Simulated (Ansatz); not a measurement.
```xyz
10

C     2.157    2.151   -1.216
C     1.363    1.358   -0.768
In    0.000   -0.001    0.000
C    -0.443   -1.730   -1.051
C    -0.702   -2.738   -1.665
C    -0.919    0.371    1.820
C    -1.455    0.588    2.881
H     2.858    2.851   -1.611
H    -0.930   -3.628   -2.206
H    -1.929    0.779    3.817
```

Charge 0, multiplicity 1. In: def2 effective core potential.

**Question.** List the r2SCAN/def2-TZVPP orbital energies in eV (Ansatz). (An estimate is asked.)

**Answer.** Ansatz gave: Occupied: -273.27, -273.26, -273.26, -273.10, -273.10, -273.10, -126.19, -82.95, -82.59, -82.59, -20.42, -20.26, -20.26, -20.04, -20.04, -19.33, -19.20, -19.20, -14.22, -13.87, -13.87, -12.05, -9.43, -9.43, -7.63, -7.30, -7.30, -7.25, -7.25, -7.21. Lowest empty: -2.72, -0.50, -0.45, -0.45, 0.15, 0.15, 0.55, 1.42.
